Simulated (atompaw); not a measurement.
**What one change does to a pseudopotential (iridium, PAW (atompaw))**

atompaw 4.2.0.5 input, output lines left out:

```
Ir 77
GGA-PBE scalarrelativistic loggrid 2001 logderivrange -9 5 351
6 6 5 4 0 0
6 1 0
5 2 7
0 0 0
c
c
c
c
v
v
c
c
c
v
v
c
c
v
c
3
2.30 1.85 1.95 1.30
n
n
y
-0.2
n
y
0.05
y
0.45
n
custom rrkj gramschmidtortho sinc
bessel
1.65
2.30
1.55
2.30
2.30
2.30
2.30
2.30
```

Change: core [Xe] 4f14, valence charge 9; reference 5d7 6s1.5 6p0.5; waves now 6s (bound): rc 2.25 bohr; 6s channel at 1 Ry: rc 3.00 bohr; 6p (bound): rc 3.00 bohr; 6p channel at 2.15 Ry: rc 3.00 bohr; 5d (bound): rc 3.00 bohr; 5d channel at 0.05 Ry: rc 3.00 bohr; 5f channel at -0.15 Ry: rc 3.00 bohr; 5f channel at 2 Ry: rc 3.00 bohr; local potential bessel scheme, radius 2.60 bohr; core correction smooth core density matched at 1.65 bohr; augmentation sinc compensation charge, radius 2.40 bohr; PAW radius 3.00 bohr; waves and projectors: custom rrkj gramschmidtortho.

Cutoffs: the cutoffs (Ry, on a coarse ladder) from which the occupation-weighted sum of valence levels, in a spherical-Bessel basis at the reference potential, stays within 10 and 1 mRy of its value at 400 Ry; they do not see the model core or the augmentation charge, which bear on the density cutoff.

Question: What does the change do?

Answer: The potential gets softer (35 Ry and 70 Ry → 10 Ry and 18 Ry); neither file shows a bound ghost. The shells moved into the core no longer need plane waves of their own. Several settings change at once here, so the effects cannot be laid on one of them.

```csv
quantity,base,changed
"cutoff, loose",35 Ry,10 Ry
"cutoff, tight",70 Ry,18 Ry
loose cutoff by channel (10 mRy a level),"s 18 Ry, p 30 Ry, d 18 Ry","s 6 Ry, p 6 Ry, d 8 Ry"
bound ghosts,none,none
lowest overlap eigenvalue by channel,"s 0.39, p 0.49, d 0.99, f 0.98","s 0.11, p 0.60, d 0.10, f 0.97"
```

 The cutoffs see the waves, projectors and local potential, not the compensation charge or the core.
